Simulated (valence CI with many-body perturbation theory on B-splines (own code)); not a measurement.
# Xe3+ in brief

Calculated by configuration interaction combined with many-body perturbation theory (CI+MBPT): five valence electrons over a frozen Dirac-Fock core [Kr] 4d10, a basis of 9 s, 9 p, 8 d, 6 f, 3 g, 1 h functions for each j, with the one-electron correlation potential Σ1 (screened to all orders), the two-electron term Σ2, the three-electron term Σ3, Breit, model QED; selected single and double excitations, second order for the rest, scaled by the run's own slope (own B-spline code, finite nucleus).

Set against measurement, 50 paired levels are off by 279 cm⁻¹ on average, the worst by 838. These come from a selection out of Saloman, J. Phys. Chem. Ref. Data 33, 765 (2004). Levels without a partner in it may be off by more. Among the levels kept, up to 980 cm⁻¹ of a level comes from second order outside the variational space, and about a tenth of that is noise between levels of different J, which matters for small intervals. 7 measured levels below the end of the list, from 133027 cm⁻¹ on, found no clear computed partner, and computed levels of the same name lie up to 49996 cm⁻¹ from them.

Rates and lifetimes use the calculated energies. Strong lines usually hold to 10 to 20 %, long lifetimes can be off by a factor of two.

(1) What is the ground level?

(2) Where does the other parity begin?

(3) Among levels below 193516 cm⁻¹, which E1 lines absorb most strongly from the ground level?

(4) What is the ionisation energy?

(5) How well does LS coupling describe the low levels?

(6) Name the longest-lived excited levels whose lifetime is computed, and their main decay.

(7) What are the static dipole polarisabilities of the lowest levels?

## Answers

(1) 5s2 5p3 4S°_3/2, composition 82 % 5s2 5p3 4S° + 12 % 5s2 5p3 2P° + 3 % 5s2 5p3 2D°, g = 1.877.

(2) At 5s 5p4 4P_5/2, 99331 cm⁻¹.

(3) to 5s2 5p2 5d 4P_5/2 at 62.52 nm, f = 1.68; to 5s2 5p2 5d 4P_3/2 at 61.83 nm, f = 1.03; to 5s2 5p2 5d 4P_1/2 at 61.28 nm, f = 0.524.

(4) 42.354 eV; NIST lists 42.2 ± 0.2 eV (measured).

(5) Among the lowest 20 levels the leading LS term, summed over configurations, holds 78 % on average. For single configurations the figures are 69 % in LS and 61 % in jj coupling. Terms mix most in the J = 3/2 level at 132929 cm⁻¹, where the leading one holds 37 %.

(6) 5s2 5p3 2D°_5/2 at 17578 cm⁻¹ lives 338 ms, mostly by M1 to 5s2 5p3 4S°_3/2; 5s2 5p3 2D°_3/2 at 13337 cm⁻¹ lives 50.8 ms, mostly by M1 to 5s2 5p3 4S°_3/2; 5s2 5p2 5d 2G_9/2 at 163251 cm⁻¹ lives 18.8 ms, mostly by M1 to 5s2 5p2 5d 4F_9/2. The lifetime of 5s2 5p2 5d 4F_9/2 is too uncertain to give, and may be longer.

(7) 5s2 5p3 4S°_3/2 9.30; 5s2 5p3 2D°_3/2 9.43 (tensor 0.11); 5s2 5p3 2D°_5/2 9.53; 5s2 5p3 2P°_1/2 9.65 bohr³, of which the core gives 0.835.
